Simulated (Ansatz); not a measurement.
The cluster AgF₂⁻, relaxed as a quintet with UKS r2SCAN-D4/def2-TZVPD in Ansatz, starting from the r2SCAN-D4/def2-TZVPD geometry of the charge -1 singlet. Force threshold 0.02 eV/Å.

In the def2 sets Ag takes a core potential; there is no spin–orbit coupling. The highest occupied level of the charge -1 quintet lies above zero (up to 2.37 eV). It is a level of α spin, whose loss leaves a quartet; that state wasn't run at this geometry and level. The electron is either unbound and held by the finite basis, or the level is raised by self-interaction error. The relaxation made no stability test and no search for a lower SCF solution. At r2SCAN-D4/def2-TZVPD a singlet of charge -1 lies 9.70 eV below the quintet, each at its own geometry. The structure comes from a short search, and lower isomers may exist.

Start:

```xyz
3

Ag    0.000    0.000    0.000
F     1.660    0.578   -0.971
F    -1.660   -0.578    0.971
```

```csv
step,energy (eV),largest force component (eV/Å),SCF passes
1,-9428.4317,0.494,94
2,-9428.4668,0.259,64
3,-9428.4828,0.035,91
4,-9428.4831,0.000,98
```

Force components are those of the run's own axes.

End:

```xyz
3

Ag    0.0000    0.0000    0.0000
F     1.7281    0.6013   -1.0107
F    -1.7281   -0.6013    1.0107
```

By distances, no bond broke or formed. The bond that changes most is Ag1–F3, from 2.01 to 2.09 Å (atoms count from 1).

No frequencies were taken in this run, so the end may be a saddle point.

It took 40 s on 4 threads of Arm Neoverse V2 on a shared host.
